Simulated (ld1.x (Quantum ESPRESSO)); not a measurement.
# platinum (Pt) TM: all-electron and pseudo phase curves

```json
{
  "Element": "Pt (Z = 78)",
  "Generator": "ld1.x (Quantum ESPRESSO) 7.5",
  "Type": "norm-conserving Troullier–Martins (Kleinman–Bylander form)",
  "Functional": "PBEsol",
  "Relativity": "scalar-relativistic",
  "Frozen core": "[Xe] 4f14",
  "Valence charge": "10",
  "Reference configuration": "5d9 6s1 6p0",
  "Partial waves": "6s (bound): rc 1.75 bohr; 6p (bound, empty): rc 3.45 bohr; 5d (bound): rc 1.20 bohr",
  "Local potential": "the d channel",
  "Core correction": "Bessel-smoothed model core inside 0.55 bohr"
}
```

The phase is arctan(r·u′/u) with u = r·R(r), unwrapped; energies in Ry, scanned from -2 to 5 Ry. A pole is an energy at which the radial function vanishes at the test radius. The pseudo phase is shifted by a multiple of π to meet the all-electron one at the reference energy, and phase errors are pseudo minus all-electron; the curves can meet again beyond the range given. Levels narrower than the energy grid can be missing from the lists of poles.

Task: For each channel, where are the poles, and over which energies does the pseudopotential scatter like the atom?

Result:

```json
{"channel": "s", "radius (bohr)": "3.76", "reference energy (Ry)": "-0.42", "poles, all-electron": "-0.04, 3.64", "poles, pseudo": "-0.03, 3.58", "unbroken range about the reference energy with phases within 0.05 rad": "the whole range", "phase error 1 Ry above the reference energy (rad)": "+0.002"}
{"channel": "p", "radius (bohr)": "3.76", "reference energy (Ry)": "-0.06", "poles, all-electron": "0.83, 4.81", "poles, pseudo": "-0.73, 0.84, 4.57", "unbroken range about the reference energy with phases within 0.05 rad": "above -0.7", "phase error 1 Ry above the reference energy (rad)": "+0.004"}
{"channel": "d", "radius (bohr)": "3.76", "reference energy (Ry)": "-0.45", "poles, all-electron": "-0.40, 2.35", "poles, pseudo": "-0.40, 2.34", "unbroken range about the reference energy with phases within 0.05 rad": "below 4.1", "phase error 1 Ry above the reference energy (rad)": "-0.001"}
```

Note: ghost states, extra bound levels that the all-electron valence spectrum of the same l lacks: s at -47.4 eV, p at -9.8 eV. A true bound ghost makes a file unfit for plane-wave use.

Phases in the p channel:

```json
{"E (Ry)": "-2.00", "all-electron": "1.370", "pseudo": "4.511"}
{"E (Ry)": "-1.76", "all-electron": "1.354", "pseudo": "4.495"}
{"E (Ry)": "-1.52", "all-electron": "1.334", "pseudo": "4.474"}
{"E (Ry)": "-1.28", "all-electron": "1.308", "pseudo": "4.447"}
{"E (Ry)": "-1.04", "all-electron": "1.270", "pseudo": "4.407"}
{"E (Ry)": "-0.80", "all-electron": "1.212", "pseudo": "4.333"}
{"E (Ry)": "-0.56", "all-electron": "1.106", "pseudo": "1.116"}
{"E (Ry)": "-0.32", "all-electron": "0.861", "pseudo": "0.864"}
{"E (Ry)": "-0.08", "all-electron": "0.044", "pseudo": "0.044"}
{"E (Ry)": "0.16", "all-electron": "-1.028", "pseudo": "-1.026"}
{"E (Ry)": "0.40", "all-electron": "-1.369", "pseudo": "-1.366"}
{"E (Ry)": "0.64", "all-electron": "-1.506", "pseudo": "-1.503"}
{"E (Ry)": "0.88", "all-electron": "-1.585", "pseudo": "-1.581"}
{"E (Ry)": "1.12", "all-electron": "-1.644", "pseudo": "-1.640"}
{"E (Ry)": "1.36", "all-electron": "-1.699", "pseudo": "-1.694"}
{"E (Ry)": "1.60", "all-electron": "-1.759", "pseudo": "-1.753"}
{"E (Ry)": "1.84", "all-electron": "-1.841", "pseudo": "-1.833"}
{"E (Ry)": "2.08", "all-electron": "-1.980", "pseudo": "-1.969"}
{"E (Ry)": "2.32", "all-electron": "-2.295", "pseudo": "-2.283"}
{"E (Ry)": "2.56", "all-electron": "-3.172", "pseudo": "-3.200"}
{"E (Ry)": "2.80", "all-electron": "-4.042", "pseudo": "-4.081"}
{"E (Ry)": "3.04", "all-electron": "-4.351", "pseudo": "-4.377"}
{"E (Ry)": "3.28", "all-electron": "-4.483", "pseudo": "-4.504"}
{"E (Ry)": "3.52", "all-electron": "-4.556", "pseudo": "-4.574"}
{"E (Ry)": "3.76", "all-electron": "-4.604", "pseudo": "-4.620"}
{"E (Ry)": "4.00", "all-electron": "-4.638", "pseudo": "-4.654"}
{"E (Ry)": "4.24", "all-electron": "-4.665", "pseudo": "-4.681"}
{"E (Ry)": "4.48", "all-electron": "-4.686", "pseudo": "-4.705"}
{"E (Ry)": "4.72", "all-electron": "-4.706", "pseudo": "-4.726"}
{"E (Ry)": "4.96", "all-electron": "-4.723", "pseudo": "-4.747"}
```
